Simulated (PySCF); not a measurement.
How methods differ on the ionisation energy of Ni⁺

Ni⁺ [Ar] 3d9 (2D) → Ni²⁺ [Ar] 3d8 (3F), as a difference of total energies. Computed with PySCF 2.14 in Sapporo-DKH3-DZP-2012, with scalar relativity by spin-free X2C-1e. Correlated levels: valence: [Ar] frozen. The calculations carry no spin-orbit coupling.

```json
{"method": "UHF", "ionisation energy (eV)": "15.117", "difference from reference (eV)": "-3.052"}
{"method": "MN15", "ionisation energy (eV)": "19.360", "difference from reference (eV)": "+1.191"}
{"method": "M06-L", "ionisation energy (eV)": "17.856", "difference from reference (eV)": "-0.313"}
{"method": "MP2 (valence)", "ionisation energy (eV)": "18.165", "difference from reference (eV)": "-0.004"}
{"method": "SCS-MP2 (valence)", "ionisation energy (eV)": "17.849", "difference from reference (eV)": "-0.320"}
```

Reference: 18.169 eV (measured; NIST Atomic Spectra Database, ionization energies).

The reference lies between the lowest fine-structure levels, while these numbers refer to the centres of the terms.

Errors of the correlated levels include the incompleteness of this basis and the frozen core.
